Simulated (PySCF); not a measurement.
The same groups moved round the core (trisilane hydroxy+silyl). Gas-phase values, no solvent. One relaxed conformer stands for each flexible species; it need not be the lowest. Strings in code marks are SMILES.

Level of theory: PBE0-D3(BJ)/def2-TZVP (PySCF). All candidates: neutral, multiplicity 1. Excitations are Tamm–Dancoff values on a coarser integration grid. The basis has no diffuse functions, so Rydberg states are missing or too high.

The T1 excitation (TDA) comes out as 4.67 eV and the S1 excitation (TDA) is 5.44 eV. The HOMO–LUMO gap is 6.54 eV.

Say which member has these values.
A. `O[Si]([SiH3])([SiH3])[SiH3]` (H–O–Si–Si torsion 60°)
B. `O[SiH2][SiH]([SiH3])[SiH3]` (H–O–Si–Si torsion 180°, O–Si–Si–Si torsion -62°)
C. `O[SiH2][SiH2][SiH2][SiH3]`
D. `O[Si@@H]([SiH3])[SiH2][SiH3]` (H–O–Si–Si torsion 56°, Si–Si–Si–Si torsion 172°)

D, `O[Si@@H]([SiH3])[SiH2][SiH3]` (H–O–Si–Si torsion 56°, Si–Si–Si–Si torsion 172°). The others give `O[SiH2][SiH2][SiH2][SiH3]`: 5.32 eV, 6.06 eV, 7.16 eV; `O[Si]([SiH3])([SiH3])[SiH3]` (H–O–Si–Si torsion 60°): 4.54 eV, 5.12 eV, 6.42 eV; `O[SiH2][SiH]([SiH3])[SiH3]` (H–O–Si–Si torsion 180°, O–Si–Si–Si torsion -62°): 5.27 eV, 6.02 eV, 7.19 eV
